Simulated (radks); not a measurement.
Ag, 47 electrons, occupied as [Kr] 4d10 5s1 (the NIST ground configuration).

All-electron calculation, scalar-relativistic Kohn-Sham, LDA (Slater exchange, Perdew-Wang correlation), spin-polarised, spherical densities, finite nucleus; open shells are filled with parallel spins first (spin-orbit coupling, left out, can overturn this in heavy ions); Fermi nuclear charge, rms radius 4.5454 fm; hard spherical wall at 2.5 bohr. Program: a radial shooting solver on a logarithmic mesh with Libxc functionals.

Energy parts (Ry):
total: -10615.15364
kinetic: 11059.66228
electron-nucleus: -25794.44006
Hartree: 4411.23008
exchange-correlation: -291.60595

Orbitals (lengths in bohr, moments of r in powers of bohr; <r^-3> diverges for s and p1/2; r(max) is where P^2 peaks):
| orbital | occ. | eigenvalue (Ry) | <r^2> | <r^4> | <r^-3> | r(max) |
|---|---|---|---|---|---|---|
| 1s up | 1 | -1857.041 | 0.001311 | 4.466e-06 | - | 0.02018 |
| 1s down | 1 | -1857.031 | 0.001311 | 4.466e-06 | - | 0.02018 |
| 2s up | 1 | -271.5290 | 0.02151 | 0.0007945 | - | 0.1141 |
| 2s down | 1 | -271.5223 | 0.02151 | 0.0007945 | - | 0.1141 |
| 2p up | 3 | -243.4851 | 0.01693 | 0.0005688 | 3774 | 0.09116 |
| 2p down | 3 | -243.4784 | 0.01693 | 0.0005688 | 3774 | 0.09116 |
| 3s up | 1 | -47.99386 | 0.1563 | 0.03747 | - | 0.3332 |
| 3s down | 1 | -47.98372 | 0.1563 | 0.03746 | - | 0.3332 |
| 3p up | 3 | -38.78224 | 0.1578 | 0.04011 | 672.5 | 0.3263 |
| 3p down | 3 | -38.77187 | 0.1578 | 0.04009 | 672.6 | 0.3263 |
| 3d up | 5 | -24.19084 | 0.1435 | 0.03868 | 91.83 | 0.2738 |
| 3d down | 5 | -24.18089 | 0.1434 | 0.03866 | 91.84 | 0.2738 |
| 4s up | 1 | -5.20947 | 0.9721 | 1.406 | - | 0.8288 |
| 4s down | 1 | -5.18778 | 0.9702 | 1.399 | - | 0.8290 |
| 4p up | 3 | -2.59430 | 1.165 | 2.026 | 106.6 | 0.8881 |
| 4p down | 3 | -2.56951 | 1.161 | 2.009 | 106.9 | 0.8881 |
| 4d up | 5 | 1.20786 | 1.617 | 3.726 | 9.812 | 1.058 |
| 4d down | 5 | 1.24414 | 1.606 | 3.680 | 9.900 | 1.055 |
| 5s up | 1 | 3.19546 | 2.668 | 8.899 | - | 1.738 |
| 5s down | 0 | 3.27077 | 2.664 | 8.880 | - | 1.736 |
| 5p up | 0 | 4.53176 | 2.665 | 9.162 | 67.65 | 1.798 |
| 5p down | 0 | 4.60645 | 2.665 | 9.156 | 67.52 | 1.796 |
| 4f up | 0 | 4.94355 | 2.223 | 6.369 | 0.8685 | 1.515 |
| 4f down | 0 | 4.99851 | 2.208 | 6.300 | 0.8815 | 1.504 |
| 6s up | 0 | 13.18589 | 2.557 | 9.454 | - | 2.078 |
| 6s down | 0 | 13.23890 | 2.559 | 9.467 | - | 2.078 |

The highest occupied level is 5s up at 43.477 eV. Summed over all electrons, <r^2> = 30.54 bohr^2, which gives a Langevin (diamagnetic) susceptibility term of -24.2 x 10^-6 cm^3/mol. The pressure on the wall is 2620 GPa. Spin moment in Bohr magnetons: 1.
